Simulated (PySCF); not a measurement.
C4H9FSi, SMILES F/C(=C\CC)[SiH3].

The structure is a stationary point at PBE0-D3(BJ)/def2-SVP. The structure was generated by enumeration; whether it is a known compound was not checked. The values are those of a single conformer.

All values below come from r2SCAN/def2-TZVP (PySCF).

The molecule is in vacuum.

```yaml
total_energy: -547.08911 hartree
highest_occupied_level: -6.33 eV
lowest_empty_level: -0.94 eV
orbital_gap: 5.39 eV
dipole_moment: 0.295 e·Å
quadrupole, principal values (traceless, Buckingham form, about the centre of nuclear charge): -2.30, -0.98, 3.28 D·Å
mean_static_polarisability: 79.7 bohr³ (11.81 Å³)
polarisability_principal_values: 63.2, 69.3, 106.6 bohr³
```
